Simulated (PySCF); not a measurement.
## Orbital picture of CdO⁺

PBE at R = 2.019 Å; PySCF, scalar-relativistic core potentials, basis sets Cd def2-SVPD with ECP28, O def2-SVPD. State: ²Π (doublet), unpaired electrons π ↑. Only the outer orbitals are listed, counted within each symmetry, core potentials removing the inner ones.

```tsv
spin	orbital	occ.	ε (eV)	on Cd (%)	main shells (%)
α	2π	1	-21.08	98	98 Cd d
α	5σ	1	-21.05	92	92 Cd d
α	2π	1	-20.98	99	99 Cd d
α	1δ	1	-20.90	100	100 Cd d
α	1δ	1	-20.90	100	100 Cd d
α	3π	1	-15.67	3	97 O p
α	6σ	1	-15.45	31	67 O p, 26 Cd s
α	3π	1	-13.72	3	96 O p
α	7σ	0	-12.12	83	70 Cd s, 18 O p, 12 Cd p
α	4π	0	-7.24	101	100 Cd p
α	4π	0	-7.09	101	100 Cd p
β	4σ	1	-27.83	7	91 O s
β	2π	1	-21.06	99	99 Cd d
β	2π	1	-21.02	99	99 Cd d
β	5σ	1	-20.96	96	96 Cd d
β	1δ	1	-20.94	100	100 Cd d
β	1δ	1	-20.92	96	96 Cd d
β	6σ	1	-14.76	46	52 O p, 43 Cd s
β	3π	1	-13.01	4	96 O p
β	3π	0	-12.18	6	94 O p
β	7σ	0	-11.91	70	53 Cd s, 30 O p, 16 Cd p
β	4π	0	-7.21	100	100 Cd p
```

Question: Which are the highest filled and the lowest empty level, where do they sit, and how wide is the gap?

Answer: Highest filled β 3π at -13.01 eV (in %: 96 O p); lowest empty β 3π at -12.18 eV (in %: 94 O p); the gap at PBE is 0.83 eV. Both belong to one degenerate shell, split only by its one-sided filling, so this is no excitation gap.

The bond order (Mayer) is 1.04 and the ⟨S²⟩ is 0.782. The charge on Cd (Mulliken, basis-dependent) is 1.22. The charge on Cd (Löwdin, basis-dependent) is 1.31. The dipole moment (positive dipole points towards O; it is taken about the centre of mass and depends on that origin) is -3.59 D, the polarisability along the bond is 39.2 bohr³ and the polarisability across the bond is 18.5 bohr³.

Shares are Mulliken populations and can fall outside 0 to 100 %.

Spin–orbit coupling is left out. The state was picked by a PBE0 search and need not be the measured ground state.
